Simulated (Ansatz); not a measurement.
Consider the substitution at a C–C bond: `C=[C](C)[InH2]` + H–F → `C=[C](F)[InH2]` + CH₄.

Isolated molecules relaxed with PBE0-D4/def2-TZVP in Ansatz; ΔE leaves out vibrations. CCSD(T)/CBS adds triple-zeta CCSD(T) − MP2 to the extrapolated MP2 energy (def2 sets, frozen cores). This one scheme is used for every species. Functionals use def2-TZVPP. B3LYP here is the variant with VWN-RPA as its local correlation; programs differ in this. def2 core potentials past Kr. For In outer-core shells are correlated without core-valence functions, which leaves a few kJ/mol of doubt a bond.

```
level  ΔE (kJ/mol)
B3LYP          7.6
BHLYP         13.1
```

**Question.** What does CCSD(T)/CBS give? (Estimate.)

**Answer.** Computed: +35.9 kJ/mol. The listed levels differ from it by -28.3, -22.8 kJ/mol.

Largest T1 diagnostic among the species: 0.014.

From PBE to PBE0 (25 % exact exchange), in def2-TZVPP and without D4, ΔE moves by +8.0 kJ/mol. At CCSD(T), def2-SVP lies −17.3 kJ/mol from the extrapolated value and def2-TZVPP −4.4 kJ/mol. Leaving LDA and LC-ωPBE aside and taking each functional with its dispersion term where it has one, the values, not all of them listed here, spread over 21.6 kJ/mol, from B97M-V to PBE-QIDH. LDA lies +6.7 kJ/mol from PBE without D4.

CCSD(T)/CBS has its own doubt, a few kJ/mol and more with outer-core shells, so smaller differences from it don't rank the levels.
